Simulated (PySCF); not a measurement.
A mixed set of molecules.

All values: PBE0/def2-SVPD (PySCF) at GFN2-xTB geometries, gas phase, one conformer each. Core orbitals are frozen in the response; Δα² is half the sum of the squared differences of the principal polarisabilities.

(1) Rank by dipole moment, highest first.
A. `[CH:1]#[C:2][CH2:3][Si:4]([CH3:5])([CH3:6])[SiH3:7]` with C2–C3–Si4–C5 -64°
B. `[O:1]=[C:2]([CH2:3][CH:4]([F:5])[F:6])[NH:7][SiH3:8]` with O1–C2–C3–C4 -28°, C2–C3–C4–F5 -84°, O1–C2–N7–Si8 0°
C. 4-ethynylbenzonitrile (`C(#C)c1ccc(cc1)C#N`)
D. `[H]/[N:3]=[C:2](\[CH3:1])[CH2:4][CH2:5][C:6]([F:7])([F:8])[F:9]` with C1–C2–C4–C5 148°, C2–C4–C5–C6 -80°
E. `[CH3:1][O:2][C@@H:3]1[CH2:4][C@H:5]1[SiH2:6][Cl:7]` with C1–O2–C3–C4 153°, C4–C5–Si6–Cl7 152°

(2) Rank by mean static polarisability, lowest first.
A. `CO[C@@H]1C[C@H]1[SiH2]Cl`
B. `O=C(CC(F)F)N[SiH3]`
C. `C#CC[Si](C)(C)[SiH3]`
D. `[H]/N=C(\C)CCC(F)(F)F`
E. `C#Cc1ccc(C#N)cc1`

## Answers

(1) C (4.33 D), B (3.76 D), D (3.31 D), A (1.33 D), E (0.69 D).

(2) D (10.32 Å³), B (11.08 Å³), A (13.26 Å³), E (16.81 Å³), C (17.04 Å³).

All values together:

| SMILES | formula | μ (D) | HOMO (eV) | LUMO (eV) | α (Å³) | Δα (Å³) | electrons | α per electron (Å³) |
| --- | --- | --- | --- | --- | --- | --- | --- | --- |
| C#Cc1ccc(C#N)cc1 | C9H5N | 4.33 | -7.45 | -2.17 | 16.81 | 17.60 | 66 | 0.255 |
| CO[C@@H]1C[C@H]1[SiH2]Cl | C4H9ClOSi | 0.69 | -7.46 | 0.15 | 13.26 | 3.34 | 72 | 0.184 |
| O=C(CC(F)F)N[SiH3] | C3H7F2NOSi | 3.76 | -8.18 | -0.18 | 11.08 | 3.92 | 72 | 0.154 |
| [H]/N=C(\C)CCC(F)(F)F | C5H8F3N | 3.31 | -7.61 | -0.19 | 10.32 | 2.13 | 72 | 0.143 |
| C#CC[Si](C)(C)[SiH3] | C5H12Si2 | 1.33 | -7.28 | 0.29 | 17.04 | 3.84 | 70 | 0.243 |

Conformers: `[CH3:1][O:2][C@@H:3]1[CH2:4][C@H:5]1[SiH2:6][Cl:7]` with C1–O2–C3–C4 153°, C4–C5–Si6–Cl7 152°; `[O:1]=[C:2]([CH2:3][CH:4]([F:5])[F:6])[NH:7][SiH3:8]` with O1–C2–C3–C4 -28°, C2–C3–C4–F5 -84°, O1–C2–N7–Si8 0°; `[H]/[N:3]=[C:2](\[CH3:1])[CH2:4][CH2:5][C:6]([F:7])([F:8])[F:9]` with C1–C2–C4–C5 148°, C2–C4–C5–C6 -80°; `[CH:1]#[C:2][CH2:3][Si:4]([CH3:5])([CH3:6])[SiH3:7]` with C2–C3–Si4–C5 -64°.
